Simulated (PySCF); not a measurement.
C4H2BrF. Atoms are numbered in the order given.

```xyz
8

C     -1.9731     2.0595     0.0000
C     -0.8183     1.6887     0.0000
C      0.5387     1.2652     0.0000
F      1.4440     2.2608     0.0000
C      0.9927     0.0000     0.0000
Br    -0.1286    -1.5031     0.0000
H     -2.9973     2.3832     0.0000
H      2.0640    -0.2039     0.0000
```
Charge 0, spin multiplicity 1.

Geometry: B3LYP-D3(BJ)/def2-SVP. The structure was generated by enumeration; whether it is a known compound was not checked.

All values below come from PySCF with TDA-ωB97X/def2-SVPD.

Vertical excitations.  State labels are in the subgroup Cs.

Computed excitation energies, oscillator strengths and character:
```json
[
 {"state": "S1", "symmetry": "A\"", "energy (eV)": "5.52", "λ (nm)": "225", "f": "0.000", "main pairs": "HOMO→LUMO+1 74 %"},
 {"state": "S2", "symmetry": "A'", "energy (eV)": "5.64", "λ (nm)": "220", "f": "0.353", "main pairs": "HOMO→LUMO 80 %"},
 {"state": "S3", "symmetry": "A\"", "energy (eV)": "5.77", "λ (nm)": "215", "f": "0.000", "main pairs": "HOMO−2→LUMO 48 %, HOMO−1→LUMO 39 %"},
 {"state": "S4", "symmetry": "A\"", "energy (eV)": "6.07", "λ (nm)": "204", "f": "0.000", "main pairs": "HOMO→LUMO+2 57 %, HOMO−3→LUMO+1 12 %"},
 {"state": "S5", "symmetry": "A\"", "energy (eV)": "6.62", "λ (nm)": "187", "f": "0.000", "main pairs": "HOMO−1→LUMO 53 %, HOMO−2→LUMO 43 %"},
 {"state": "S6", "symmetry": "A'", "energy (eV)": "6.76", "λ (nm)": "183", "f": "0.120", "main pairs": "HOMO−3→LUMO 54 %, HOMO−2→LUMO+2 11 %, HOMO→LUMO 11 %, HOMO−1→LUMO+1 9 %"},
 {"state": "S7", "symmetry": "A'", "energy (eV)": "6.80", "λ (nm)": "182", "f": "0.005", "main pairs": "HOMO−1→LUMO+1 59 %, HOMO−2→LUMO+1 15 %, HOMO−1→LUMO+2 9 %"},
 {"state": "S8", "symmetry": "A\"", "energy (eV)": "7.40", "λ (nm)": "167", "f": "0.030", "main pairs": "HOMO→LUMO+3 80 %"},
 {"state": "S9", "symmetry": "A\"", "energy (eV)": "7.73", "λ (nm)": "160", "f": "0.000", "main pairs": "HOMO−3→LUMO+2 36 %, HOMO→LUMO+2 18 %, HOMO−4→LUMO+1 13 %, HOMO−4→LUMO+2 7 %"},
 {"state": "S10", "symmetry": "A\"", "energy (eV)": "8.14", "λ (nm)": "152", "f": "0.003", "main pairs": "HOMO−3→LUMO+1 49 %, HOMO−4→LUMO+1 16 %"},
 {"state": "T1", "symmetry": "A'", "energy (eV)": "3.28", "λ (nm)": "378", "f": "0", "main pairs": "HOMO→LUMO 89 %"},
 {"state": "T2", "symmetry": "A\"", "energy (eV)": "5.05", "λ (nm)": "245", "f": "0", "main pairs": "HOMO→LUMO+1 76 %"},
 {"state": "T3", "symmetry": "A'", "energy (eV)": "5.29", "λ (nm)": "234", "f": "0", "main pairs": "HOMO−3→LUMO 24 %, HOMO−2→LUMO+2 23 %, HOMO−1→LUMO+2 10 %, HOMO−4→LUMO 10 %"},
 {"state": "T4", "symmetry": "A\"", "energy (eV)": "5.36", "λ (nm)": "231", "f": "0", "main pairs": "HOMO−2→LUMO 35 %, HOMO−1→LUMO 23 %, HOMO→LUMO+2 15 %, HOMO−3→LUMO+1 6 %"}
]
```
Triplets are in the Tamm–Dancoff approximation.
